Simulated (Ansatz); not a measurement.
Molecule: sum formula SiClF2, net charge 1, singlet state. 
Structure (B3LYP-D3(BJ)/def2-TZVP (Ansatz, an electronic-structure program) minimum search):
```
Si
F 1 1.5322
F 1 1.5322 2 115.88
Cl 1 1.9289 2 122.06 3 180.00
```
Charge +1, spin multiplicity 1.

Task: Give the harmonic wavenumbers at B3LYP-D3(BJ)/def2-TZVP (Ansatz, finite differences of forces, unscaled).

Result: 232, 299, 307, 617, 1023, 1140 cm⁻¹. Zero-point energy 5.2 kcal/mol.

Task: From these and the geometry, give the ideal-gas thermochemistry at 298.15 K and 1 atm (rigid rotor, harmonic oscillator).

Result: Point group C2v, rotational symmetry number 2. Rotational constants 7.888, 3.529, 2.438 GHz. S(trans) 39.76, S(rot) 24.59, S(vib) 5.23, S(elec, spin only) 0.00, S 69.6 cal/(mol K). H(298) - H(0) 3.34 kcal/mol; G - E(el) -12.2 kcal/mol.
